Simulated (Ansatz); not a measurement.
Consider the substitution at a C–O bond: `COBCN` + `OB(S)Cl` → `CSB(O)Cl` + `NCBO`.

Gas-phase electronic energies from Ansatz, PBE0-D4/def2-TZVP geometries. CCSD(T)/CBS is the MP2 limit (def2-TZVPP, def2-QZVPP) plus CCSD(T) − MP2 in def2-TZVPP, frozen cores. This one scheme is used for every species. Functionals use def2-TZVPP. One conformer a species, not always the lowest.

`COBCN`:

Z-matrix (Å, degrees):
```
C
O 1 1.411
H 1 1.094 2 111.3
H 1 1.092 2 109.1 3 120.8
H 1 1.092 2 109.0 3 -120.7
B 2 1.345 1 122.4 3 -0.6
C 6 1.568 2 118.8 1 -177.6
H 6 1.208 2 119.2 1 0.5
N 7 1.458 6 112.7 2 -162.8
H 7 1.107 6 106.5 2 71.2
H 7 1.096 6 108.7 2 -41.4
H 9 1.012 7 110.7 6 -49.2
H 9 1.011 7 111.5 6 -168.5
```

`OB(S)Cl`:

Cartesian coordinates in Å:
```
O 0.649 -0.501 0.801
B -0.053 -0.148 -0.295
S -0.959 1.405 -0.371
Cl -0.113 -1.204 -1.714
H 1.087 -1.353 0.713
H -0.612 1.800 0.866
```

`CSB(O)Cl`:

Cartesian coordinates in Å:
```
C 1.420 -0.037 0.606
S 0.120 -1.287 0.445
B -1.164 -0.353 -0.380
O -0.998 0.947 -0.709
Cl -2.679 -1.194 -0.756
H 2.257 -0.518 1.111
H 1.739 0.313 -0.373
H 1.072 0.804 1.202
H -1.766 1.325 -1.146
```

`NCBO`:

Z-matrix (Å, degrees):
```
C
B 1 1.581
N 1 1.470 2 109.5
H 1 1.098 2 113.0 3 -128.3
H 1 1.098 2 106.3 3 117.2
O 2 1.344 1 117.0 3 -10.3
H 2 1.199 1 124.0 3 171.3
H 3 1.012 1 110.6 2 -88.7
H 3 1.011 1 112.1 2 152.2
H 6 0.977 2 106.4 1 -0.2
```

Task: Is it downhill or uphill in electronic energy at CCSD(T)/CBS, and by how much? (Best estimate.)

Result: The calculation gave: Downhill: ΔE = -62.2 kJ/mol.

Task: What do these levels give: B2PLYP, r2SCAN, CCSD(T)/def2-TZVPP, HF/def2-QZVPP, MP2/def2-QZVPP, SCS-MP2/def2-QZVPP? (An estimate is asked.)

Result: The calculation gave: B2PLYP -56.8, r2SCAN -62.0, CCSD(T)/def2-TZVPP -58.4, HF/def2-QZVPP -37.9, MP2/def2-QZVPP -68.1, SCS-MP2/def2-QZVPP -60.5 kJ/mol.

Largest T1 diagnostic among the species: 0.012.

The D4 term adds −4.4 kJ/mol with B3LYP and −2.1 kJ/mol with PBE0; it sums over pairs of atoms, weighted by their polarisabilities, and B3LYP, whose exchange is more repulsive, gets the larger term. In def2-TZVPP, CCSD(T) changes the Hartree–Fock value by −19.8 kJ/mol (the triples alone add −3.6 kJ/mol) and MP2 by −27.5 kJ/mol.

B3LYP here is the variant with VWN-RPA as its local correlation; programs differ in this.
